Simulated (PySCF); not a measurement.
## Orbital energies, ionisation energy and electron affinity

Compound: arsenic trifluoride, AsF3.
Z-matrix (Å and degrees, PBE0-D3(BJ)/def2-SVP geometry), rows numbered from 1:
```
F 
As  1  1.7256
F   2  1.7257  1   96.06
F   2  1.7253  1   95.89  3    96.62
```

Level: PBE0/def2-SVPD (PySCF). Frontier orbitals with their largest atomic shares (Löwdin; up to four atoms above 4 %):

```tsv
orbital	ε (eV)	main atoms
HOMO−3	-12.39	F3 46 %, F1 42 %, F4 10 %
HOMO−2	-12.39	F4 55 %, F1 23 %, F3 20 %
HOMO−1	-12.18	F4 34 %, F1 33 %, F3 33 %
HOMO	-10.13	?
LUMO	-1.29	As2 61 %, F4 15 %, F1 12 %, F3 12 %
LUMO+1	-1.28	As2 61 %, F3 14 %, F1 14 %, F4 11 %
LUMO+2	0.60	As2 46 %, F3 18 %, F1 18 %, F4 18 %
```

Problem. What vertical ionisation energy does ΔSCF give, and how far is −ε(HOMO) from it?

Solution. ΔSCF: 12.76 eV (1231 kJ/mol; threshold wavelength 97.2 nm); ⟨S²⟩ of the doublet left behind is 0.758, against 0.75 for a pure doublet. −ε(HOMO) is 10.13 eV, 2.63 eV below it. In exact Kohn–Sham theory the two would be equal; PBE0 (global hybrid, 25 % exact exchange) falls short of its own ΔSCF value by 21 %. Holes in the HOMO−1 and HOMO−2 were tried too where these lie within 1.2 eV of the HOMO; the lowest converged state counts.

Problem. On which atoms does the HOMO lie?

Solution. As2 (arsenic bonded to 3 F) 48 %, F3 (fluorine bonded to As) 18 %, F1 (fluorine bonded to As) 18 %, F4 (fluorine bonded to As) 17 %. The HOMO−1 lies 2.05 eV lower.

Problem. And the vertical electron affinity, the fundamental gap, Mulliken's electronegativity and the hardness (with the factor ½)?

Solution. EA = -0.81 eV by ΔSCF (−ε(LUMO) = 1.29 eV); a negative value means that the added electron isn't bound at this geometry and level, and the number then depends on the basis. IE − EA = 13.57 eV against an orbital gap of 8.84 eV; (IE + EA)/2 = 5.97 eV; (IE − EA)/2 = 6.79 eV. Parr's electrophilicity index (IE + EA)²/[8(IE − EA)] is 1.32 eV.

Problem. What total energies stand behind the ΔSCF value?

Solution. E(N) = -2534.43798 Eh and E(N − 1) = -2533.96915 Eh at the same geometry, 0.46883 Eh apart. With one more electron, E(N + 1) = -2534.40807 Eh.

Problem. Shift the occupied levels rigidly so that −ε(HOMO) equals the ΔSCF value. What binding energies result?

Solution. The shift is +2.63 eV: HOMO 12.76, HOMO−1 14.81, HOMO−2 15.02, HOMO−3 15.02 eV. A rigid shift is only a rough guide to the deeper ionisations.

Isolated species at its PBE0-D3(BJ)/def2-SVP geometry, gas phase. The calculation is non-relativistic, for arsenic too.

The run behind these numbers computed excited states and ΔSCF ions as well. Hardware: one thread, Arm Neoverse V1 (aarch64), shared host. Cost: 15 s, 0.46 GiB resident at most.
